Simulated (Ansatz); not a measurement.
Total energies of `C[SiH2][InH2]`.

Cartesian coordinates in Å:
```
C -0.5099 1.0042 -1.1933
Si -0.0508 -0.6867 -0.4969
In 0.6798 -0.5425 1.9733
H -0.8145 0.9135 -2.2385
H 0.3375 1.6915 -1.1460
H -1.3386 1.4464 -0.6362
H 1.0449 -1.2720 -1.3238
H -1.2207 -1.6030 -0.6339
H -0.4599 -0.6771 3.2723
H 2.3322 -0.2743 2.4231
```

Total charge 0; spin multiplicity 1. Correlated methods include outer-core shells of In, which these sets cover unevenly. In takes the def2 core potential. The structure was optimised at the PBE0-D4/def2-TZVP level. Basis def2-TZVPP, Ansatz 0.2.0.

RPA on PBE orbitals: Hartree–Fock energy of these orbitals -520.04406 Eh, correlation -1.01597 Eh (frozen core).

```tsv
functional	energy without D4 (Eh)	D4 term (kJ/mol)
LDA (SPW92)	-520.03746	–
PBE	-521.72762	-17.9
revPBE	-521.92469	-48.7
B97M-V	-521.88109	–
PBE0	-521.77018	-15.3
r2SCANh	-521.94619	-4.6
BHLYP	-521.83884	-25.0
CAM-B3LYP	-521.90391	-15.8
LC-ωPBE	-521.86759	–
ωB97X-V	-521.87043	–
```

Problem. Give the same for BLYP, r2SCAN, B3LYP, r2SCAN0, HSE06 (plane-wave form), ωB97M-V, B2PLYP, PBE-QIDH. (Estimate.)

Solution. Ansatz gave: 
| functional | energy without D4 (Eh) | D4 term (kJ/mol) |
| --- | --- | --- |
| BLYP | -521.86205 | -38.3 |
| r2SCAN | -521.96219 | -4.3 |
| B3LYP | -522.04637 | -29.1 |
| r2SCAN0 | -521.92322 | -5.2 |
| HSE06 (plane-wave form) | -521.75871 | -14.4 |
| ωB97M-V | -521.83030 | – |
| B2PLYP | -521.56329 | – |
| PBE-QIDH | -521.47404 | – |

B3LYP takes the VWN-RPA correlation (the form of Gaussian; ORCA's B3LYP/G). HSE06 is the plane-wave form, built on full-range PBE exchange. The double hybrids freeze the cores in their second-order part.

LC-ωPBE has ω = 0.4 bohr⁻¹.
